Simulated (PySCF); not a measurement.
C3HBr2Cl, SMILES BrC(=C=CCl)Br.

Geometry optimised at PBE0-D3(BJ)/def2-SVP. This is a generated structure with no PubChem entry under its InChIKey; it may be hypothetical.

These are PBE/def2-TZVP (PySCF) values and carry that method's errors.

Symmetry labels are those of the subgroup Cs that the program uses (full group Cs).

Computed valence orbital energies around the gap with their symmetry:
```json
[
 {"orbital": "HOMO−7", "symmetry": "A'", "energy (eV)": "-9.57"},
 {"orbital": "HOMO−6", "symmetry": "A\"", "energy (eV)": "-9.37"},
 {"orbital": "HOMO−5", "symmetry": "A'", "energy (eV)": "-7.97"},
 {"orbital": "HOMO−4", "symmetry": "A'", "energy (eV)": "-7.85"},
 {"orbital": "HOMO−3", "symmetry": "A\"", "energy (eV)": "-7.57"},
 {"orbital": "HOMO−2", "symmetry": "A\"", "energy (eV)": "-7.34"},
 {"orbital": "HOMO−1", "symmetry": "A\"", "energy (eV)": "-6.66"},
 {"orbital": "HOMO", "symmetry": "A'", "energy (eV)": "-6.46"},
 {"orbital": "LUMO", "symmetry": "A\"", "energy (eV)": "-2.51"},
 {"orbital": "LUMO+1", "symmetry": "A'", "energy (eV)": "-2.20"},
 {"orbital": "LUMO+2", "symmetry": "A'", "energy (eV)": "-2.07"},
 {"orbital": "LUMO+3", "symmetry": "A'", "energy (eV)": "0.08"}
]
```
